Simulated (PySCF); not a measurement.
A GIAO shielding run with PySCF (density fitting, non-relativistic, gas phase) on SMILES O=C1CC[C@@H](OC(F)F)C1, C6H8F2O2:

```
$ OMP_NUM_THREADS=1 python probes_run.py task.json out

{"job": {"kind": "nmr", "xc": "PBE0", "basis": "pcSseg-1"}, "charge": 0, "multiplicity": 1}
O     -1.770576    -2.266787    -1.050275
C     -1.306352    -1.234598    -0.656818
C     -1.903730    -0.327803     0.395671
C     -1.149238     0.991302     0.273397
C      0.243194     0.590442    -0.226033
O      1.021437     0.236093     0.923860
C      2.352745     0.243275     0.771299
F      2.924150     0.305832     1.981088
F      2.818224    -0.906930     0.203120
C     -0.006272    -0.611602    -1.138809
H     -1.713925    -0.792074     1.365455
H     -2.981096    -0.233465     0.272749
H     -1.621034     1.638975    -0.465256
H     -1.076403     1.523538     1.218919
H      0.752536     1.413028    -0.745835
H      2.740990     1.077860     0.150637
H      0.799284    -1.344874    -1.109367
H     -0.132693    -0.295895    -2.175458
```

Hardware: 1 thread of an Intel Xeon Platinum 8488C, shared host. The job also computes population analyses, field gradients, ring-centre shieldings.

Question: How large is the calculation?

Answer: 78 electrons, 210 basis functions and 1086 auxiliary functions.

Question: How long does it take, and how much memory does it need?

Answer: 50 s of wall time, with 14 SCF cycles and 5 response iterations; peak memory 0.94 GiB. Times on a shared host scatter by some tens of per cent.
